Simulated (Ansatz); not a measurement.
The molecule BO, multiplicity 2 (the spin of the measured ground state).

D_e counts from the fitted minimum to each atom's lowest state at the same level, without counterpoise.

Correlated levels freeze the cores.

The values were computed with Ansatz (Gaussian basis) for Hartree–Fock, density functionals and correlated methods. Each number belongs to the level named beside it.

### Question
Predict the bond energy D_e from SVWN5/def2-TZVPP.

### Answer
232.8 kcal/mol

### Question
What is the computed bond energy D_e (CCSD(T)/def2-QZVPP)?

### Answer
191.1 kcal/mol

### Question
Predict the bond energy D_e from PBE0/def2-TZVPP.

### Answer
195.0 kcal/mol

Ansatz is a quantum-chemistry and plane-wave program.
